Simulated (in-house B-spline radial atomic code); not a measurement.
K³⁺: [He] 2s1 2p6 3s2 (3p1/2)2 (3p3/2)3 (with a hole in an inner shell)

All numbers are computed (Dirac-Hartree-Fock, average of the jj configuration; Fermi nucleus of rms radius 3.4349 fm) with an all-electron radial atomic-structure program (B-spline basis), not measured.

Screening seen three ways: the hydrogenic charge with the same mean radius, Z_r = [3n² - l(l+1)]/(2<r>), the one with the same energy, Z_e = n√(-2ε), and Slater's rules. Values are occupation-weighted means over j.

```
shell  electrons   ε (eV)  <r> (bohr)    Z_r    Z_e  Slater
   1s          2  -3733.1     0.08099  18.52  16.56   18.70
   2s          1  -467.93      0.3818  15.72  11.73   15.20
   2p          6  -379.71      0.3411  14.66  10.57   15.20
   3s          2  -88.593       1.162  11.62   7.66    8.95
   3p          5   -66.84       1.238  10.10   6.65    8.95
```

The least bound orbital is 3p3/2 at -66.82 eV, and it is also the most diffuse (<r> = 1.239 bohr). The part-filled 2s shell lies below the filled 3s shell in orbital energy.

For the 1s electron the small component carries 0.46 % of the norm, the zero-frequency Breit interaction raises the level by 3.012 eV, self-energy by 1.395 eV, and vacuum polarisation lowers it by 0.1004 eV.
